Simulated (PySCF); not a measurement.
# Bond lengths and vibrations by method: B3H4 cation

All numbers below are calculated, not measured. The program is PySCF 2.14.0, an open-source quantum chemistry code, run on an isolated molecule that a program drew, which may never have been made. The molecule is B3H4 cation (charge +1, singlet), drawn as the SMILES string `B[B+]B`.

The geometry was optimised and harmonic frequencies were computed with HF and MP2, all in the cc-pVDZ basis, for the commonest isotopes, with a restricted reference for singlets and an unrestricted one otherwise, and a frozen core in MP2. Each result is a local minimum of its method.

Geometry at the HF minimum:
```xyz
7
B3H4 cation, angstrom
B    -0.4993   -0.3654   -0.5925
B    -0.1191   -0.4980    1.0856
B     0.2612   -0.6304    2.7637
H    -1.5402   -0.8037   -0.9671
H     0.2953    0.1589   -1.3065
H     0.8306   -1.6079    3.1331
H    -0.0614    0.2610    3.4829
```

Lengths of the bonds as drawn, in Å (atoms numbered as above):
| bond | HF | MP2 |
|---|---|---|
| B1-B2 | 1.726 | 1.719 |
| B2-B3 | 1.726 | 1.719 |
| B1-H4 | 1.190 | 1.199 |
| B1-H5 | 1.190 | 1.199 |
| B3-H6 | 1.190 | 1.199 |
| B3-H7 | 1.190 | 1.199 |

Rotational constants, in GHz:
```
constant,HF,MP2
A,113.7,112.4
B,5.689,5.717
C,5.686,5.715
```

Harmonic frequencies in cm^-1, each column in rising order, so a row needn't be the same motion in every method:
| rank | HF | MP2 |
|---|---|---|
| 1 | 118 | 141 |
| 2 | 222 | 205 |
| 3 | 222 | 205 |
| 4 | 583 | 581 |
| 5 | 670 | 615 |
| 6 | 672 | 617 |
| 7 | 963 | 921 |
| 8 | 963 | 921 |
| 9 | 1098 | ? |
| 10 | 1217 | 1149 |
| 11 | 1225 | 1151 |
| 12 | 2738 | 2669 |
| 13 | 2739 | 2670 |
| 14 | 2856 | 2788 |
| 15 | 2857 | 2788 |

**Estimate the missing MP2 frequency from the HF column.**

A single factor s that minimises the squared misfit of MP2 against s times HF over the other rows is sum(HF x MP2) / sum(HF^2) = 0.9706, with an rms misfit of 23 cm^-1. For rank 9 it gives 0.9706 x 1098 = 1066 cm^-1. The calculation gives 1097 cm^-1, 31 cm^-1 above the estimate. The drawn bonds are on average 0.4 % longer in MP2 than in HF.
